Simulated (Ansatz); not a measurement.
Ag2Pd2⁻, relaxed as a doublet with UKS r2SCAN-D4/def2-SVPD in Ansatz, starting from the GFN2-xTB geometry. Force threshold 0.02 eV/Å.

In the def2 sets Ag, Pd take a core potential; there is no spin–orbit coupling. The highest occupied level of the charge -1 doublet lies above zero (up to 0.01 eV). By energy differences its removal costs 1.92 eV (vertical, to the charge 0 triplet, at PBE0-D4/def2-TZVPD). The relaxation made no stability test and no search for a lower SCF solution. The structure comes from a short search, and lower isomers may exist.

Start:

```xyz
4

Pd    0.347   -0.305    0.402
Pd   -0.448    1.949   -1.352
Ag    2.037   -1.464    2.081
Ag   -1.935   -0.180   -1.131
```

```tsv
step	energy (eV)	largest force component (eV/Å)	SCF passes
1	-14964.7515	0.923	38
2	-14965.0249	0.614	59
3	-14965.0618	1.038	54
4	-14965.1562	0.485	53
5	-14965.2098	0.197	45
6	-14965.2355	0.322	45
7	-14965.2855	0.137	44
8	-14965.3399	0.182	44
9	-14965.4248	0.240	46
10	-14965.4922	0.113	49
11	-14965.4938	0.127	42
12	-14965.4950	0.015	45
```

Force components are those of the run's own axes.

End:

Cartesian coordinates in Å:
```
Pd -0.341 -1.132 0.430
Pd 0.340 1.131 -0.428
Ag 1.927 -0.253 1.349
Ag -1.927 0.253 -1.351
```

Bonds formed: Pd2–Ag3 (atoms count from 1).

No frequencies were taken in this run, so the end may be a saddle point.

Run time 1.7 min (4 threads of Arm Neoverse V1 on a shared host).
